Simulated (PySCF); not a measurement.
MoO₃, SMILES [O]=[Mo](=[O])=[O] (connectivity only; charge and spin as stated), charge +1, multiplicity 2. Atoms are numbered in the order given.

```xyz
4

Mo    -0.0403     0.2457     0.0000
O      1.6890    -0.3711     0.0000
O     -0.7386    -0.4595     1.3388
O     -0.7386    -0.4595    -1.3388
```
Charge +1, spin multiplicity 2.

Geometry optimised at B3LYP-D3(BJ)/def2-TZVP. The multiplicity is an assumed one; other spin states were not compared. The isomer is the one that the SMILES or the coordinates give; other isomers of the formula were not compared. The def2 effective core potentials stand for the cores of Mo; spin–orbit coupling is left out.

Computed with B3LYP/def2-TZVPD (PySCF).

The molecule is in vacuum.

Computed frontier levels, dipole moment and polarisability:
The α spin, highest occupied and lowest empty level is -16.21 and -11.45 eV and the β spin, highest occupied and lowest empty level comes out as -16.05 and -12.94 eV. The dipole moment about the centre of nuclear charge comes out as 4.46 D and the mean static polarisability is 38.0 bohr³ (5.63 Å³). The polarisability, principal values is 24.0, 43.7, 46.2 bohr³ and the ⟨S²⟩ is 0.770 (pure state 0.75).
